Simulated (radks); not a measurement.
Correlation energies from several functionals, in hartree. Species: Hg [Hg]; Tc [Kr] 4d5 5s2; O+ [He] 2s2 2p3; Ca2+ [Ar]. All-electron calculation, non-relativistic Kohn-Sham, exchange-only B88, spin-polarised, spherical densities, point nucleus. Program: a radial shooting solver on a logarithmic mesh with Libxc functionals. Every spin shell is full or empty, so the densities are truly spherical. Functionals are evaluated on that one density, not self-consistently.

functional       Hg       Tc        O+      Ca2+
PW92        -8.3194  -3.9336  -0.45878   -1.5123
Wigner      -4.3251  -2.1771  -0.27336  -0.94668
Chachiyo    -8.2278  -3.8745  -0.44376   -1.4864
PBE         -4.8996  -2.1425  -0.18719  -0.73949
PW91        -5.2546  -2.3218  -0.20831  -0.81097
OP (B88)    -4.2537  -2.0001  -0.20847  -0.76764
TPSS        -4.8981  -2.1441  -0.19247  -0.74392
revTPSS     -4.9411  -2.1748  -0.20024  -0.75973
r2SCAN      -4.9582  -2.1748  -0.19023  -0.73141
Tao-Mo      -4.7901  -2.0599  -0.16078  -0.68532
